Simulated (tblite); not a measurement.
Parent: `[CH2:1]=[CH:2][C@@H:3]([CH:4]=[O:5])[CH2:6][SiH3:7]` with C1–C2–C3–C4 111°, C2–C3–C4–O5 120°, C2–C3–C6–Si7 171°, C5H10OSi.

Structures optimised with GFN2-xTB, isolated species. One conformer each, not checked by frequencies here.

```json
{"coordinate of the parent": "C1=C2", "value": "1.320 Å"}
{"coordinate of the parent": "C2–C3", "value": "1.506 Å"}
{"coordinate of the parent": "C3–C4", "value": "1.507 Å"}
{"coordinate of the parent": "C4=O5", "value": "1.198 Å"}
{"coordinate of the parent": "C3–C6", "value": "1.528 Å"}
{"coordinate of the parent": "C6–Si7", "value": "1.905 Å"}
{"coordinate of the parent": "C1–C2–C3", "value": "124.6°"}
{"coordinate of the parent": "C2–C3–C4", "value": "107.2°"}
{"coordinate of the parent": "C2–C3–C6", "value": "111.2°"}
{"coordinate of the parent": "C4–C3–C6", "value": "111.7°"}
{"coordinate of the parent": "C3–C4–O5", "value": "125.7°"}
{"coordinate of the parent": "C3–C6–Si7", "value": "113.7°"}
```

Problem. How does the shared frame change in `[CH2:1]=[CH:2][C@:3]([CH:4]=[O:5])([CH2:6][SiH3:7])[CH:8]1[CH2:9][CH2:10]1` with C1–C2–C3–C4 150°, C2–C3–C4–O5 -147°, C2–C3–C6–Si7 160°, C2–C3–C8–C9 43°, C8H14OSi? Atoms pair as C1 = C1, C2 = C2, C3 = C3, C4 = C4, O5 = O5, C6 = C6, Si7 = Si7 (parent first).

Solution. 
```json
{"parent": "C1=C2", "relative": "C1=C2", "value in the relative": "1.320 Å", "change": "0.000"}
{"parent": "C2–C3", "relative": "C2–C3", "value in the relative": "1.506 Å", "change": "0.000"}
{"parent": "C3–C4", "relative": "C3–C4", "value in the relative": "1.502 Å", "change": "-0.005"}
{"parent": "C4=O5", "relative": "C4=O5", "value in the relative": "1.200 Å", "change": "+0.002"}
{"parent": "C3–C6", "relative": "C3–C6", "value in the relative": "1.528 Å", "change": "0.000"}
{"parent": "C6–Si7", "relative": "C6–Si7", "value in the relative": "1.914 Å", "change": "+0.009"}
{"parent": "C1–C2–C3", "relative": "C1–C2–C3", "value in the relative": "125.6°", "change": "+1.0"}
{"parent": "C2–C3–C4", "relative": "C2–C3–C4", "value in the relative": "109.6°", "change": "+2.4"}
{"parent": "C2–C3–C6", "relative": "C2–C3–C6", "value in the relative": "113.7°", "change": "+2.5"}
{"parent": "C4–C3–C6", "relative": "C4–C3–C6", "value in the relative": "110.2°", "change": "-1.5"}
{"parent": "C3–C4–O5", "relative": "C3–C4–O5", "value in the relative": "124.3°", "change": "-1.4"}
{"parent": "C3–C6–Si7", "relative": "C3–C6–Si7", "value in the relative": "116.0°", "change": "+2.3"}
```

Of the parent's bonds, C6–Si7 changes most (+0.009 Å). Bonds of the relative outside the shared frame: C3–C8 1.537, C8–C9 1.498, C9–C10 1.499, C8–C10 1.498 Å. Point group C1 → C1.

Problem. How does the shared frame change in `[H]/[N:5]=[CH:4]/[C@:3]([CH:2]=[CH2:1])([CH:6]=[O:7])[CH2:8][SiH3:9]` with C1–C2–C3–C4 7°, C2–C3–C4–N5 -101°, C2–C3–C6–O7 -132°, C2–C3–C8–Si9 80°, C6H11NOSi? Atoms pair as C1 = C1, C2 = C2, C3 = C3, C4 = C6, O5 = O7, C6 = C8, Si7 = Si9 (parent first).

Solution. 
```csv
parent,relative,value in the relative,change
C1=C2,C1=C2,1.319 Å,-0.001
C2–C3,C2–C3,1.505 Å,-0.001
C3–C4,C3–C6,1.511 Å,+0.004
C4=O5,C6=O7,1.199 Å,+0.001
C3–C6,C3–C8,1.536 Å,+0.008
C6–Si7,C8–Si9,1.914 Å,+0.009
C1–C2–C3,C1–C2–C3,125.9°,+1.3
C2–C3–C4,C2–C3–C6,108.9°,+1.7
C2–C3–C6,C2–C3–C8,110.3°,-0.9
C4–C3–C6,C6–C3–C8,105.0°,-6.7
C3–C4–O5,C3–C6–O7,125.8°,+0.1
C3–C6–Si7,C3–C8–Si9,112.9°,-0.8
```

Of the parent's bonds, C3–C6 and C6–Si7 change most and about equally (+0.008 to +0.009 Å). Bonds of the relative outside the shared frame: C3–C4 1.494, C4=N5 1.252 Å. Point group C1 → C1.

Problem. How does the shared frame change in `[CH2:1]=[CH:2][C@:3]([CH:4]=[O:5])([CH2:6][SiH3:7])[C:8]([CH3:9])=[O:10]` with C1–C2–C3–C4 -77°, C2–C3–C4–O5 -95°, C2–C3–C6–Si7 74°, C2–C3–C8–C9 70°, C7H12O2Si? Atoms pair as C1 = C1, C2 = C2, C3 = C3, C4 = C4, O5 = O5, C6 = C6, Si7 = Si7 (parent first).

Solution. 
```
   parent   relative  value in the relative  change
    C1=C2      C1=C2                1.322 Å  +0.002
    C2–C3      C2–C3                1.515 Å  +0.009
    C3–C4      C3–C4                1.506 Å  -0.001
    C4=O5      C4=O5                1.199 Å  +0.001
    C3–C6      C3–C6                1.526 Å  -0.002
   C6–Si7     C6–Si7                1.921 Å  +0.016
 C1–C2–C3   C1–C2–C3                 124.1°    -0.5
 C2–C3–C4   C2–C3–C4                 102.5°    -4.7
 C2–C3–C6   C2–C3–C6                 111.6°    +0.4
 C4–C3–C6   C4–C3–C6                 110.2°    -1.5
 C3–C4–O5   C3–C4–O5                 123.4°    -2.3
C3–C6–Si7  C3–C6–Si7                 114.5°    +0.8
```

Of the parent's bonds, C6–Si7 changes most (+0.016 Å). Bonds of the relative outside the shared frame: C3–C8 1.533, C8–C9 1.504, C8=O10 1.204 Å. Point group C1 → C1.

Problem. How does the shared frame change in `[CH2:1]=[CH:2][C@:3]([CH:4]=[O:5])([CH2:6][SiH3:7])[CH:8]([F:9])[F:10]` with C1–C2–C3–C4 46°, C2–C3–C4–O5 -103°, C2–C3–C6–Si7 -179°, C2–C3–C8–F9 -168°, C6H10F2OSi? Atoms pair as C1 = C1, C2 = C2, C3 = C3, C4 = C4, O5 = O5, C6 = C6, Si7 = Si7 (parent first).

Solution. 
```json
{"parent": "C1=C2", "relative": "C1=C2", "value in the relative": "1.320 Å", "change": "0.000"}
{"parent": "C2–C3", "relative": "C2–C3", "value in the relative": "1.518 Å", "change": "+0.012"}
{"parent": "C3–C4", "relative": "C3–C4", "value in the relative": "1.519 Å", "change": "+0.012"}
{"parent": "C4=O5", "relative": "C4=O5", "value in the relative": "1.195 Å", "change": "-0.003"}
{"parent": "C3–C6", "relative": "C3–C6", "value in the relative": "1.531 Å", "change": "+0.003"}
{"parent": "C6–Si7", "relative": "C6–Si7", "value in the relative": "1.914 Å", "change": "+0.009"}
{"parent": "C1–C2–C3", "relative": "C1–C2–C3", "value in the relative": "123.7°", "change": "-0.9"}
{"parent": "C2–C3–C4", "relative": "C2–C3–C4", "value in the relative": "106.3°", "change": "-0.9"}
{"parent": "C2–C3–C6", "relative": "C2–C3–C6", "value in the relative": "110.1°", "change": "-1.1"}
{"parent": "C4–C3–C6", "relative": "C4–C3–C6", "value in the relative": "111.7°", "change": "0.0"}
{"parent": "C3–C4–O5", "relative": "C3–C4–O5", "value in the relative": "124.8°", "change": "-0.9"}
{"parent": "C3–C6–Si7", "relative": "C3–C6–Si7", "value in the relative": "115.9°", "change": "+2.2"}
```

Of the parent's bonds, C2–C3 and C3–C4 change most and about equally (+0.012 Å). Bonds of the relative outside the shared frame: C3–C8 1.529, C8–F9 1.355, C8–F10 1.356 Å. Point group C1 → C1.

Problem. How does the shared frame change in `[CH2:1]=[CH:2][C@@:3]([CH:4]=[O:5])([CH2:6][SiH3:7])[O:8][SiH3:9]` with C1–C2–C3–C4 120°, C2–C3–C4–O5 -110°, C2–C3–C6–Si7 169°, C2–C3–O8–Si9 96°, C5H12O2Si2? Atoms pair as C1 = C1, C2 = C2, C3 = C3, C4 = C4, O5 = O5, C6 = C6, Si7 = Si7 (parent first).

Solution. 
| parent | relative | value in the relative | change |
| --- | --- | --- | --- |
| C1=C2 | C1=C2 | 1.319 Å | -0.001 |
| C2–C3 | C2–C3 | 1.520 Å | +0.014 |
| C3–C4 | C3–C4 | 1.507 Å | 0.000 |
| C4=O5 | C4=O5 | 1.198 Å | 0.000 |
| C3–C6 | C3–C6 | 1.535 Å | +0.007 |
| C6–Si7 | C6–Si7 | 1.908 Å | +0.003 |
| C1–C2–C3 | C1–C2–C3 | 123.9° | -0.7 |
| C2–C3–C4 | C2–C3–C4 | 103.7° | -3.5 |
| C2–C3–C6 | C2–C3–C6 | 109.6° | -1.6 |
| C4–C3–C6 | C4–C3–C6 | 110.7° | -1.0 |
| C3–C4–O5 | C3–C4–O5 | 123.6° | -2.1 |
| C3–C6–Si7 | C3–C6–Si7 | 110.1° | -3.6 |

Of the parent's bonds, C2–C3 changes most (+0.014 Å). Bonds of the relative outside the shared frame: C3–O8 1.382, O8–Si9 1.633 Å. Point group C1 → C1.

These are computed values.
